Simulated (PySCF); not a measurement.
This PySCF input asks for the NMR shieldings of SMILES CN[SiH]1C=C[SiH2]C=C1, C$_{5}$H$_{11}$NSi$_{2}$; the geometry comes from GFN2-xTB.

```python
import basis_set_exchange as bse
import numpy as np
from pyscf import gto, dft
from pyscf.prop import nmr

atoms = """
C     3.194572   -0.342848   -0.022577
N     1.946049   -0.299795   -0.742177
Si    0.424721   -0.646161   -0.005547
C    -0.824688   -0.618774   -1.407762
C    -2.072982   -0.179882   -1.276479
Si   -2.789889    0.545425    0.301785
C    -1.382942    1.013277    1.457685
C    -0.138838    0.552555    1.340745
H     3.404169    0.584484    0.522963
H     3.152639   -1.157066    0.697019
H     4.019923   -0.528225   -0.712819
H     1.968271    0.387429   -1.480747
H     0.573679   -1.989382    0.583480
H    -0.500977   -1.009251   -2.367353
H    -2.737887   -0.221152   -2.135081
H    -3.563270    1.755483   -0.027827
H    -3.677693   -0.431645    0.953963
H    -1.616715    1.707830    2.259931
H     0.612055    0.886951    2.053337
"""
names = dict.fromkeys(["C", "N", "Si", "H"], "pcSseg-1")
basis = {el: gto.basis.parse(bse.get_basis(n, elements=[el], fmt="nwchem")) for el, n in names.items()}
mol = gto.M(atom=atoms, basis=basis, charge=0, verbose=0)
mf = dft.RKS(mol, xc="PBE0")
mf.grids.level = 2
mf.grids.alignment = dft.numint.BLKSIZE   # the property module wants whole blocks of grid points
mf.conv_tol = 1e-9
mf.kernel()

calc = nmr.RKS(mf)   # GIAO
C = mf.mo_coeff
Co = C[:, mf.mo_occ > 0]
resp = mf.gen_response(singlet=True, hermi=2)
def vind(x):   # induced exchange potential for any number of trial vectors
    d = np.einsum("pi,xij,qj->xpq", C, 2 * x.reshape(-1, C.shape[1], Co.shape[1]), Co, optimize=True)
    return np.einsum("xpq,pi,qj->xij", resp(d - d.transpose(0, 2, 1)), C, Co, optimize=True).ravel()
mo1, _ = nmr.rhf.solve_mo1(calc, with_cphf=vind)
sigma = calc.kernel(mo1)
for i, s in enumerate(sigma):   # ppm
    w = np.linalg.eigvalsh((s + s.T) / 2)
    print("%2d %-2s iso %8.1f  s11 %8.1f  s22 %8.1f  s33 %8.1f" % (i, mol.atom_pure_symbol(i), w.mean(), *w))
```

Question: What are the results?

Answer: 
```
 0 C  iso    154.4  s11    131.0  s22    145.8  s33    186.4
 1 N  iso    243.7  s11    216.4  s22    246.0  s33    268.8
 2 Si iso    400.2  s11    362.9  s22    388.6  s33    448.9
 3 C  iso     28.6  s11    -88.3  s22      4.1  s33    170.1
 4 C  iso     32.0  s11    -85.3  s22      3.6  s33    177.6
 5 Si iso    425.1  s11    408.5  s22    417.5  s33    449.2
 6 C  iso     38.0  s11    -77.1  s22     11.4  s33    179.7
 7 C  iso     27.7  s11    -93.5  s22     -0.2  s33    176.7
 8 H  iso     28.6  s11     23.0  s22     27.0  s33     35.8
 9 H  iso     29.0  s11     25.4  s22     27.0  s33     34.4
10 H  iso     28.7  s11     23.3  s22     26.6  s33     36.1
11 H  iso     31.7  s11     22.6  s22     31.3  s33     41.2
12 H  iso     26.8  s11     23.1  s22     25.9  s33     31.4
13 H  iso     24.3  s11     21.8  s22     23.7  s33     27.4
14 H  iso     24.3  s11     22.9  s22     23.5  s33     26.5
15 H  iso     27.2  s11     24.2  s22     25.3  s33     32.1
16 H  iso     27.2  s11     24.6  s22     24.8  s33     32.2
17 H  iso     24.5  s11     23.3  s22     23.5  s33     26.7
18 H  iso     24.1  s11     21.2  s22     23.5  s33     27.5
```

These numbers come from an equivalent density-fitted implementation of the same equations, which agrees with the script to about 0.01 ppm for H and up to a few tenths of a ppm for heavy atoms, so last digits may differ.

Size and cost of the density-fitted run: 205 basis functions, 64 s wall time on 1 thread of an Arm Neoverse N1, shared host.
